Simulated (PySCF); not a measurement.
Compound: FH7OSi3.
SMILES with atom numbers: `[F:1][SiH2:2][O:3][SiH2:4][SiH3:5]` (hydrogens: H6, H7 on Si2; H8, H9 on Si4; H10, H11, H12 on Si5)

Theory: core-valence-separated Tamm–Dancoff BHandHLYP/aug-pcX-1 (pcseg-1 on H, def2-SVPD on Si) in PySCF, non-relativistic, gas phase, PBE0-D3(BJ)/def2-SVP geometry. BHandHLYP without relativity tends to put these K edges a few eV too low, so spacings mean more than positions.

(1) What does the F 1s absorption edge look like?

(2) List the oxygen K-edge absorption lines.

Answers

(1) 
```
E (eV)       f  core hole on                 main final orbital
685.31  0.0108            F1                      LUMO+1 (31 %)
685.90  0.0099            F1                        LUMO (70 %)
687.06  0.0090            F1                      LUMO+5 (44 %)
687.39  0.0071            F1                             spread
687.44  0.0066            F1                             spread
687.83  0.0044            F1  LUMO+3/LUMO+4 (2 roots, f summed)
```

The first line with a tenth or more of the strongest one's intensity is at 685.31 eV (f = 0.011), with the hole on F1 (silicon-bound fluorine). It is also the strongest listed.

(2) 
```json
{"E (eV)": "532.32", "f": "0.0068", "core hole on": "O3", "main final orbital": "LUMO (84 %)"}
{"E (eV)": "533.27", "f": "0.0134", "core hole on": "O3", "main final orbital": "LUMO+1 (40 %)"}
{"E (eV)": "533.90", "f": "0.0194", "core hole on": "O3", "main final orbital": "LUMO+4 (32 %)"}
{"E (eV)": "534.03", "f": "0.0162", "core hole on": "O3", "main final orbital": "spread"}
{"E (eV)": "534.43", "f": "0.0061", "core hole on": "O3", "main final orbital": "spread"}
{"E (eV)": "534.57", "f": "0.0022", "core hole on": "O3", "main final orbital": "LUMO+2 (35 %)"}
{"E (eV)": "535.15", "f": "0.0078", "core hole on": "O3", "main final orbital": "spread"}
```

The first line with a tenth or more of the strongest one's intensity is at 532.32 eV (f = 0.007), with the hole on O3 (siloxane oxygen). The strongest listed is at 533.90 eV (f = 0.019; O3).

Roots within 0.03 eV whose holes lie on the same, on equivalent or on shared atoms are summed into one line, and the highest roots are left out, as the search may have cut off their partners. Final orbitals are the ground state's empty Kohn–Sham orbitals.

What is the summed oscillator strength of the listed F K lines, and their intensity-weighted mean energy?

Σf = 0.048 over 6 lines from 685.31 to 687.83 eV; the weighted mean is 686.60 eV. The strongest line holds 23 % of the sum.

The ionisation thresholds weren't computed; near and above them a finite basis only mimics Rydberg series and continuum.

Shape of the structure used: `[F:1][SiH2:2][O:3][SiH2:4][SiH3:5]`: F1–Si2–O3–Si4 -27°, Si2–O3–Si4–Si5 16°.

One conformer stands for the species.
